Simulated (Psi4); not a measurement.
Approach curve of the dimer CO ··· H3O+ (SMILES [C-]#[O+] and [OH3+]) (charge +1), singlet. Monomers: optimised at B3LYP-D3(BJ) (def2-TZVP), held rigid. Orientation: lowest of the rigid-body minima from ten starts at GFN2-xTB. Only R, the distance of the centres of mass, is varied, so the lowest point isn't the relaxed dimer.

- SAPT0/jun-cc-pVDZ, frozen core (Psi4)
- MP2/aug-cc-pVTZ = DF-MP2/aug-cc-pVTZ, frozen core, counterpoise-corrected in Psi4
- PBE/def2-TZVP, counterpoise-corrected (Psi4)
- PBE0/def2-TZVP, counterpoise-corrected (Psi4)
- wB97X-V/def2-TZVP, counterpoise-corrected (Psi4)
- CCSD(T)/aug-cc-pVDZ = DF-CCSD(T)/aug-cc-pVDZ, frozen core, counterpoise-corrected in Psi4 1.11

Cost and agreement with CCSD(T)/aug-cc-pVDZ over the 10 points of the scan, with CCSD(T)/aug-cc-pVDZ as yardstick. Costs are rough ratios of core time within Psi4 on shared cores, each with its mean field (Kohn-Sham runs search longer for lower solutions than correlated ones do); the miss is the largest difference from CCSD(T) of the interaction energy, in kcal/mol.

Q: Which is the cheapest of these levels that stays within 2.8 kcal/mol of CCSD(T)/aug-cc-pVDZ?

A: MP2/aug-cc-pVTZ.

```json
[
 {"level": "SAPT0/jun-cc-pVDZ", "relative cost": "1", "largest difference": "3.14"},
 {"level": "MP2/aug-cc-pVTZ", "relative cost": "4", "largest difference": "2.68"},
 {"level": "PBE/def2-TZVP", "relative cost": "7", "largest difference": "4.69"},
 {"level": "PBE0/def2-TZVP", "relative cost": "7", "largest difference": "2.96"},
 {"level": "wB97X-V/def2-TZVP", "relative cost": "80", "largest difference": "1.27"}
]
```

Costs within a factor of two of each other count as equal.
